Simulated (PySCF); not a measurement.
Compound: 2-acetylpyridine, C7H7NO.
Structure used (GFN2-xTB), in Å, numbered top down from 1:
```xyz
16
C7H7NO angstrom
C     -2.5039    0.8163    0.3879
C     -1.7392   -0.4132   -0.0045
O     -2.2589   -1.4727   -0.2692
C     -0.2549   -0.2436   -0.0513
C      0.5562   -1.3199   -0.4063
C      1.9278   -1.1338   -0.4420
C      2.4365    0.1155   -0.1243
C      1.5421    1.1239    0.2157
N      0.2365    0.9549    0.2532
H     -3.5704    0.6098    0.3994
H     -2.1716    1.1463    1.3691
H     -2.2805    1.6152   -0.3148
H      0.0978   -2.2672   -0.6436
H      2.5866   -1.9463   -0.7122
H      3.4982    0.3072   -0.1393
H      1.8901    2.1168    0.4710
```

A PySCF run (density fitting, gas phase, GFN2-xTB geometry) gave HOMO -8.06 eV, LUMO -3.85 eV, dipole 3.58 D.

Task: Which of these levels was it?
A. PBE0/pcSseg-1
B. OPBE/ANO-RCC-VDZP
C. PBE0/def2-SVPD
D. WP04/6-31G

Result: D. It is WP04/6-31G. All candidates on this geometry:

```tsv
level and settings	kind	basis functions	SCF cycles	E (Eh)	HOMO (eV)	LUMO (eV)	dipole (D)
OPBE/ANO-RCC-VDZP	GGA	161	17	-400.8681	-5.55	-2.75	3.16
WP04/6-31G	global hybrid fitted to proton shifts	95	18	-410.1039	-8.06	-3.85	3.58
PBE0/def2-SVPD	global hybrid	239	14	-400.1992	-7.24	-1.99	3.36
PBE0/pcSseg-1	global hybrid	188	15	-400.4228	-7.23	-1.92	3.29
```

The nearest other candidate, by the summed differences of HOMO and LUMO, is PBE0/def2-SVPD: its HOMO differs by +0.82 eV and its LUMO by +1.86 eV. Cycle counts include a coarse-grid stage where the run had one. WP04 was designed for NMR shieldings or shifts; total energies of different functionals aren't comparable. ANO-RCC sets were contracted for a scalar-relativistic Hamiltonian, but ran non-relativistically here.
